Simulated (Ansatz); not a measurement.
System: As₂, charge 1, doublet. As2+ (parent SMILES [As]#[As], doublet).
B3LYP-D3(BJ)/def2-TZVP minimum from Ansatz (a program for electronic structure):
```xyz
2

As     0.0000     0.0000    -1.1027
As     0.0000     0.0000     1.1027
```
Charge +1, spin multiplicity 2.

Total energies in aug-cc-pVTZ, 9 correlated electrons, 28 frozen orbitals. UHF or UKS for unpaired electrons; spin-orbit terms are left out. Cores are frozen in correlated methods (noble-gas shells, and filled d and f shells in the p block). No relativity. The UHF reference of As2+ (parent SMILES [As]#[As], doublet) is spin-contaminated (<S^2> up to 0.58 over the pure value in the sets run). The spin of As2+ (parent SMILES [As]#[As], doublet) was assumed, and the state is the lowest solution found for it.

```tsv
method	program	energy (Eh)	minus CCSDT(Q) (mEh)
HF	Ansatz	-4468.18976	240.96
MP2	Ansatz	-4468.36844	62.28
CCSD	Ansatz	-4468.41107	19.65
CCSD(T)	Ansatz	-4468.42621	4.51
CCSDT(Q)	Ansatz	-4468.43072	0.00
```

Rough core times of Ansatz's runs on a shared machine: CCSD(T) 7 min, CCSDT(Q) 20 min.
